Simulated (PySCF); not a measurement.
SrF, SMILES [F][Sr+], charge +1. Atoms are numbered in the order given.

```xyz
2

Sr     0.0000     0.0000    -0.3870
F      0.0000     0.0000     1.6340
```
Charge +1, spin multiplicity 1.

Geometry optimised at B3LYP-D3(BJ)/def2-TZVPD. The spin state was assumed, not searched. The def2 effective core potentials stand for the cores of Sr; spin–orbit coupling is left out.

Computed with PySCF with IEF-PCM-PBE0/def2-TZVPD.

The values are the electrostatic part of the solvation free energy, E(continuum) − E(gas) at the gas-phase geometry, in a cavity of scaled van der Waals radii (PySCF's table); cavitation and dispersion terms are not included. A continuum can't describe solvent molecules that bind to the metal. In vacuum the orbital gap is 7.59 eV.

| solvent | ε | ΔG(elec) (kcal/mol) | gap (eV) |
|---|---|---|---|
| water | 78.36 | -68.7 | 8.91 |
| chloroform | 4.71 | ___ | ___ |
| acetonitrile | 35.69 | -67.5 | 8.88 |

What belongs in the gaps? (Estimate from the structure and the level; the computed values follow.)


- chloroform, ΔG(elec) (kcal/mol): -53.6
- chloroform, gap (eV): 8.52
